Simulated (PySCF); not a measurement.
Ionising KSn

UHF-MP2; basis K def2-SVP, Sn def2-SVP with ECP28; scalar-relativistic core potentials; PySCF 2.14. Neutral (UHF): quartet (σ ↑, π ↑↑), Re = 3.329 Å, ωe = 136 cm⁻¹, De = 1.27 eV.

KSn⁺ (UHF): triplet (σ ↑, π ↑), Re = 3.977 Å, ωe = 66.7 cm⁻¹, De = 0.31 eV to K⁺ + Sn. The energies at the minima are -812.56273 hartree for KSn and -812.37650 for KSn⁺.

Problem. Work out the adiabatic ionisation energy, without and with harmonic zero-point energies (1 hartree = 27.2114 eV, 1 eV = 8065.5 cm⁻¹), and the change of the bond length.

Solution. At UHF-MP2: 0.18623 hartree = 5.068 eV between the minima; the zero-point term (66.7 − 136.0)/2 cm⁻¹ = -0.004 eV makes it 5.063 eV. Re changes by +64.8 pm against the neutral. The electron leaves a π orbital, and the ion is left as a loose complex of an ion and an atom.

Correlated steps freeze 9 core orbitals. Weak bonds: KSn⁺. Basis-set superposition, not corrected here, can be much of De in a small basis, most of all at correlated wavefunction levels. Spin–orbit coupling is left out, which matters for elements this heavy, above all for dissociation energies. For an ion De counts to the pair picked by the measured ionisation energies or electron affinities, which need not be the lowest pair at this level. States were picked by a PBE0 search and need not be the measured ground states.
